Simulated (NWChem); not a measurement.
System: Si4H8O; SMILES [SiH2]1[Si@@H](O[SiH2]1)[SiH3]

```xyz
13

Si    -0.0422    -2.5841    -0.3975
Si    -0.0118    -0.5354     0.7457
O     -1.3467     0.4316     0.3107
Si    -0.7731     1.8780    -0.3636
Si     1.4540     1.1418    -0.0607
H      1.1710    -3.3709    -0.0113
H     -0.0076    -2.3386    -1.8722
H     -1.2634    -3.3809    -0.0663
H      0.0142    -0.7593     2.2254
H     -1.2524     2.0420    -1.7684
H     -1.2162     3.0584     0.4368
H      2.2418     0.8216    -1.2897
H      2.3087     1.8695     0.9254
```
Atoms are numbered in this order, from 1.

Computed with NWChem. Coordinates come from a PBE0/def2-SVP optimisation.

For level PW6B95/def2-TZVP:

| Item | Result |
|---|---|
| highest occupied level (eV) | -7.26 |
| orbital gap (eV) | 6.13 |

How do the values read with level BLYP/def2-TZVP instead?


| Quantity | Result |
|---|---|
| highest occupied level (eV) | -6.07 |
| orbital gap (eV) | 4.32 |
